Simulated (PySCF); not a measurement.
C8H20AlO4 (charge -1).
Numbering: `[CH3:1][CH2:2][O:3][Al-:4]([O:5][CH2:6][CH3:7])([O:8][CH2:9][CH3:10])[O:11][CH2:12][CH3:13]` (hydrogens: H14, H15, H16 on C1; H17, H18 on C2; H19, H20 on C6; H21, H22, H23 on C7; H24, H25 on C9; H26, H27, H28 on C10; H29, H30 on C12; H31, H32, H33 on C13)

The closed-shell ground state was solved at several levels (PySCF, density fitting, gas phase, non-relativistic). The structure is a single PBE0-D3(BJ)/def2-SVP conformer in the gas phase; no vibrational or solvent corrections. The geometry's basis has no diffuse functions, a weakness for an anion. No diffuse functions stand in pcSseg-1, which bears on an anion's orbital energies.

```json
{"level": "PBE0/pcSseg-1", "basis functions": "328", "HOMO (eV)": "-2.86", "LUMO (eV)": "4.82", "gap (eV)": "7.68"}
{"level": "B3LYP/pcSseg-1", "basis functions": "328", "HOMO (eV)": "-2.61", "LUMO (eV)": "4.49", "gap (eV)": "7.10"}
```

Problem. What might CAM-B3LYP/def2-SVPD (436 basis functions) give for the same quantities?

Solution. HOMO -4.41 eV, LUMO 4.03 eV, gap 8.44 eV.

Problem. Over all these levels, which gives the widest orbital gap and which the narrowest?

Solution. CAM-B3LYP/def2-SVPD (range-separated hybrid) has the widest, 8.44 eV, and B3LYP/pcSseg-1 (global hybrid, 20 % exact exchange) the narrowest, 7.10 eV. Functional and basis both differ between the two, so the spread mixes both effects.
